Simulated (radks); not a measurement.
Problem. Coherent X-ray form factor from a spherical all-electron density. Calculated with a radial shooting solver on a logarithmic mesh with Libxc functionals: scalar-relativistic Kohn-Sham, PBE, spin-polarised, spherical densities, finite nucleus; Fermi nuclear charge, rms radius of each element as measured or else 0.836 A^(1/3) + 0.57 fm.

| sin(theta)/lambda (1/angstrom) | f0 (electrons) |
|---|---|
| 0.05 | 18.481 |
| 0.1 | 17.243 |
| 0.15 | 15.790 |
| 0.2 | 14.351 |
| 0.25 | 12.980 |
| 0.3 | 11.715 |
| 0.4 | 9.658 |
| 0.5 | 8.278 |
| 0.6 | 7.388 |
| 0.8 | 6.216 |
| 1 | 5.198 |
| 1.25 | 4.001 |
| 1.5 | 3.037 |
| 2 | 1.912 |

The species is in the configuration that NIST lists as its ground one. Which atom or ion scatters so?

Solution. The calcium ion Ca+, [Ar] 4s1. Extrapolating in s^2 from the first two rows gives f0(0) = 18.9, near the electron count 19; among species with that count, the fall with angle is slower the higher Z, and the table is that of Z = 20; from so few rows the species is fixed only to a neighbour or two.
